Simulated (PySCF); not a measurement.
Au₂H₈S₂Si₄, SMILES [S]([Au])[SiH2][SiH2][SiH2][SiH2][S][Au], multiplicity 1. Atoms are numbered in the order given.

```xyz
16

Au     0.1347    -6.3269    -0.0037
S     -1.1221    -4.4353    -0.0004
Si     0.4094    -2.9279     0.0078
Si    -0.7610    -0.8940     0.0107
Si     0.7610     0.8940     0.0107
Si    -0.4094     2.9279     0.0078
S      1.1221     4.4353    -0.0004
Au    -0.1347     6.3269    -0.0037
H      1.2848    -2.9925     1.2188
H      1.2905    -2.9853    -1.1994
H     -1.6301    -0.8100     1.2264
H     -1.6303    -0.8080    -1.2047
H      1.6301     0.8100     1.2264
H      1.6303     0.8080    -1.2047
H     -1.2905     2.9853    -1.1994
H     -1.2848     2.9925     1.2188
```

Geometry optimised at PBE0-D3(BJ)/def2-SVP. The multiplicity is an assumed one; other spin states were not compared. The def2 effective core potentials stand for the cores of Au; spin–orbit coupling is left out. The values are those of a single conformer.

Method: ωB97X/def2-SVP in PySCF.

ESP charges are fitted to the potential on shells at 1.4 to 2.0 van der Waals radii. Atomic charges (e):

```tsv
atom	Mulliken	ESP fit
Au1	___	0.37
S2	-0.37	-0.44
Si3	___	-0.02
Si4	0.06	0.31
Si5	0.06	0.31
Si6	___	-0.02
S7	-0.37	-0.44
Au8	___	0.37
H9	-0.07	-0.04
H10	-0.07	-0.04
H11	___	-0.07
H12	___	-0.07
H13	___	-0.07
H14	___	-0.07
H15	-0.07	-0.04
H16	-0.07	-0.04
```

Q: Fill in the missing entries. (Estimate from the structure and the level; the computed values follow.)

A: 
- Au1, Mulliken: 0.19
- Si3, Mulliken: 0.34
- Si6, Mulliken: 0.34
- Au8, Mulliken: 0.19
- H11, Mulliken: -0.04
- H12, Mulliken: -0.04
- H13, Mulliken: -0.04
- H14, Mulliken: -0.04
